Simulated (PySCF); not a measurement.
## Spinor energies of Ga³⁺ (gallium, charge +3)

Start: [Ar] 3d9 4s1; 3d3/2 filled at m_j = -3/2, -1/2, +1/2, +3/2; 3d5/2 filled at m_j = -3/2, -1/2, +1/2, +3/2, +5/2; 4s1/2 filled at m_j = +1/2. Calculated with PySCF 2.14 in x2c-TZVPall-2c with one added diffuse shell each of s, p, d type (7s8p5d1f, 63 functions): generalised Hartree-Fock with the X2C-1e Hamiltonian and a Gaussian nucleus; one run each with spin-orbit coupling (SO) switched off, then screened by Boettger's factors. This is a chosen level, not necessarily the ground level.

| spinor shell | electrons | ε, spin-free (eV) | ε, screened SO (eV) | weight of nominal j (screened SO) | rms radius, screened SO (bohr) |
| --- | --- | --- | --- | --- | --- |
| 1s1/2 | 2 | -10487.2 | -10487.0 | 1.000 | 0.0560 |
| 2s1/2 | 2 | -1387.4 | -1387.3 | 1.000 | 0.235 |
| 2p1/2 | 2 | -1209.2 | -1228.5 | 0.999 | 0.209 |
| 3s1/2 | 2 | -222.64 | -222.62 | 1.000 | 0.692 |
| 3p1/2 | 2 | -166.17 | -170.18 | 0.954 | 0.720 |
| 3p3/2 | 4 | -166.17 | -164.21 | 0.977 | 0.730 |
| 3d3/2 | 4 | -75.265 | -76.107 | 0.824 | 0.829 |
| 3d5/2 | 5 | -75.265 | -74.608 | 0.859 | 0.833 |
| 4s1/2 | 1 | -43.642 | -43.641 | 1.000 | 2.09 |

Q: Where does 2p3/2 lie, and what is the 2p spin-orbit splitting (screened SO)?

A: At -1199.8 eV, 28.720 eV above 2p1/2.

| quantity | spin-free | screened SO |
| --- | --- | --- |
| E (hartree) | -1939.51480 | -1939.58471 |
| M_J | 3 | 3 |
| ⟨J²⟩ | 12.002 | 12.002 |
| ⟨L²⟩ | 6.002 | 6.004 |
| ⟨S²⟩ | 2.000 | 2.002 |

Each row is a mean over spinors that exchange with the open shell spreads, by up to 8.784 eV (3p3/2).

Rows whose weight is well below 1 are mixtures of j = l ± 1/2: exchange outweighs spin-orbit coupling there, and the label is only the starting occupation.

Without spin-orbit coupling the j labels of p, d and f shells carry no meaning; the spin-free column gives the mean over the occupied spinors of each nl shell.
